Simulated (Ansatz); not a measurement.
**Question.** Name a neutral molecule of C, F, N, Si and H with HOMO–LUMO gap (PBE/def2-TZVPP) between 4.60 and 4.90 eV and HOMO–LUMO gap (B3LYP/def2-TZVPP) between 6.40 and 6.70 eV (Ansatz, PBE0-D4/def2-TZVP geometry).

**Answer.** `N=C1N[Si]1(N)F` (4.83 eV, 6.50 eV); `C=C(F)[SiH2]N` (4.80 eV, 6.65 eV); `NC1(F)C=C[SiH2]1` (4.69 eV, 6.68 eV); `F[SiH2]C1C=NC1` (4.60 eV, 6.67 eV); `FC1([SiH3])N[SiH2]1` (4.78 eV, 6.41 eV); `C[SiH](F)[SiH2]N` (4.70 eV, 6.45 eV). Other molecules can fit too; these were computed, each in one conformer that needn't be the lowest.

B3LYP here is the variant with VWN-RPA as its local correlation; programs differ in this.
